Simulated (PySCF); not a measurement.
[LuH2]+, singlet: data card

Method: PBE0/[Lu def2-TZVP with ECP28, H def2-TZVP], scalar-relativistic core potentials, density fitting, no spin–orbit coupling, PySCF.

The structure is a minimum.

```xyz
3
charge 1 multiplicity 1, angstrom
Lu   -0.0128    0.0000    0.0000
H     1.1135    1.4634    0.0000
H     1.1135   -1.4634    0.0000
```

* Point group: C2v
* Bond lengths: Lu–H 1.847 Å (×2)
* Bond angles: H–Lu–H 104.8°
* Zero-point energy: 24.0 kJ/mol
* Enthalpy at 298.15 K above 0 K: 10.35 kJ/mol
* Principal quadrupole moments (Buckingham, traceless) about the centre of mass: -6.49, -0.25, 6.74 D Å
* Rotational symmetry number: 2
* Lowest empty level: -8.15 eV
* Principal polarisabilities: 22.0, 34.1, 45.0 bohr³
* Highest occupied level: -13.09 eV
* Rotational constants: 6.668, 3.906, 2.463 cm⁻¹
* Entropy at 298.15 K and 1 bar: 236.0 J/(mol K)
* Dipole moment about the centre of mass: 4.24 D
* Heat capacity Cp at 298.15 K: 37.9 J/(mol K)

Harmonic modes (masses in u: Lu 174.941, H 1.008):
| symmetry | ω (cm⁻¹) | IR (km/mol) | μ (u) |
| --- | --- | --- | --- |
| a1 | 596 | 44.8 | 1.01 |
| b2 | 1695 | 196 | 1.02 |
| a1 | 1722 | 48.2 | 1.01 |

In C2v the vibrations span 2a1 + b2. Here b1 is antisymmetric to the molecular plane and b2 lies in it.

Charges (e):
```csv
atom,Mulliken,Löwdin,polar tensor,Mayer order to Lu1
Lu1,1.11,1.23,1.66,–
"H2,3",-0.06,-0.11,-0.33,0.99
```

Mulliken populations on Lu1 (electrons outside its core potential): s 4.80, p 12.22, d 10.86, f 14.00.

Formally Lu is in oxidation state +3, d0. A d0 centre has no lone pair, yet it is C2v rather than linear: covalent bonding through the d orbitals favours lower symmetry. The polar-tensor charge on Lu, 1.66, is far below the formal one.

Stability towards spin polarisation was not tested. Only a few start shapes were tried, so a lower isomer may exist.

The final relaxation and frequency run took 48 s on 2 threads of a shared Arm Neoverse V1 host, with 108 basis functions and 8 gradients; the process peaked at 1 GiB.
